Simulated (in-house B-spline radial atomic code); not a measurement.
A fraction x of an electron is moved 5p → 6d in Pm, starting from [Xe] 4f5 6s2 and keeping the highest spin. Method: scalar-relativistic (X2C) BP86, spin-polarised, spherical fractional occupations, Fermi nucleus of rms radius 4.962 fm. Calculated with a radial B-spline atomic code at the basis-set limit.

```csv
x,E(x) - E(0) (eV),5p down level (eV),6d up level (eV)
0,0.0000,-21.672,-
0.25,5.6055,-23.585,-0.353
0.375,8.5579,-24.444,-0.447
0.5,11.6018,-25.219,-0.527
0.625,?,?,?
0.75,?,?,?
0.875,21.2379,-27.452,-0.764
1,24.6142,-28.172,-0.841
```

(1) What belongs in the row x = 0.625?

(2) What belongs in the row x = 0.75?

(3) Check Janak's theorem between x = 0.25 and 0.375.

Results:

(1) An energy change of 14.7303 eV; 5p down at -25.970 eV, 6d up at -0.605 eV.

(2) An energy change of 17.9428 eV; 5p down at -26.718 eV, 6d up at -0.685 eV.

(3) The slope of the energy is 23.62 eV; the orbital levels give 23.61 eV (ε of the receiving orbital less ε of the emptying one, averaged over the two points).
